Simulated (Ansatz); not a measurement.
H2AlO2, doublet, geometry from GFN2-xTB (such geometries of metal compounds can be far from the true shape) (the spin is typed, not shown lowest); PBE0/def2-SV(P) (Ansatz, a first-principles code).

Here is a job for Ansatz.
Ansatz 0.2 input:
```yaml
crystal:
  periodic: [false, false, false]
  atoms:
    - {symbol: Al, position_ang: [0.00353809, -0.25945260, -0.04632862]}
    - {symbol: O, position_ang: [1.19806464, 0.35864318, -1.01835264]}
    - {symbol: H, position_ang: [1.86987346, 0.76015792, -1.55606254]}
    - {symbol: O, position_ang: [-1.20230510, -0.04768496, 1.07387825]}
    - {symbol: H, position_ang: [-1.88194496, 0.12506018, 1.71412967]}
basis:
  gaussian:
    orbitals: def2-SV_P_.json
    point_charges:
      - {charge: 1.0, position_ang: [3.5601, -3.1728, -2.5180]}
hamiltonian:
  xc: pbe0
magnetization: {spin_polarized: true, initial_magnetization: 1}
```
The basis file holds def2-SV(P) in the JSON format of the Basis Set Exchange.

### Question
What does Ansatz print? Leave out banner, timings and long lists.

### Answer

```
Functional definition: PBE0
474 factors; integrals over basis functions are off by at most 3.7e-4 eV
mean field evaluation 1: about -10701.7727 eV, gradient 5.2e1 eV
mean field evaluation 2: about -10680.5104 eV, gradient 8.9e1 eV
mean field evaluation 4: about -10711.2940 eV, gradient 2.8e0 eV
mean field evaluation 8: about -10711.4269 eV, gradient 5.5e-2 eV
mean field evaluation 16: about -10711.4269 eV, gradient 7.3e-5 eV
mean field -10711.42694721 eV, -393.6376798439 hartree, gradient 7.3e-5 eV, S^2 0.752318; 0 other end points of the search recorded, 0 dependent functions left out
reference -10711.42697765 eV, -393.6376809625 hartree; 16, 15 occupied and 34, 35 virtual orbitals, 474 factors
Total energy: -10711.42697765 eV, -393.6376809625 hartree
```
